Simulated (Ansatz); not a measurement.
Molecule: tetramethylgermane, C4H12Ge (charge 0, singlet). 
Structure (B3LYP-D3(BJ)/def2-TZVP (Ansatz, a quantum-chemistry and plane-wave program) minimum search):
```xyz
17

C      1.4564    -0.5076     1.2262
Ge     0.0000     0.0000     0.0000
C     -1.6409     0.3426     1.0355
C     -0.3234    -1.4648    -1.2776
C      0.5079     1.6297    -0.9841
H      1.6505     0.2920     1.9423
H      2.3749    -0.7016     0.6706
H      1.1935    -1.4092     1.7809
H     -2.4600     0.6255     0.3730
H     -1.4815     1.1517     1.7495
H     -1.9385    -0.5495     1.5881
H     -1.1277    -1.2021    -1.9660
H     -0.6063    -2.3771    -0.7509
H      0.5751    -1.6695    -1.8612
H     -0.2871     1.9270    -1.6692
H      1.4157     1.4596    -1.5644
H      0.6914     2.4532    -0.2928
```
Charge 0, spin multiplicity 1.

Basis-set convergence of Hartree-Fock and MP2 correlation energies (hartree) with Ansatz. Valence correlation only, unless marked. No spin-orbit coupling. The frozen core is the preceding noble-gas configuration, with the filled d and f shells of earlier blocks. No relativistic terms.

| basis | functions | E(HF) | E(corr, MP2) |
|---|---|---|---|
| aug-cc-pVDZ | 236 | -2233.83099 | -0.71992 |
| aug-cc-pVTZ | 519 | … | … |

**Question.** Fill in the missing entries.

**Answer.** 
- aug-cc-pVTZ, E(HF): -2233.94930
- aug-cc-pVTZ, E(corr, MP2): -0.85885
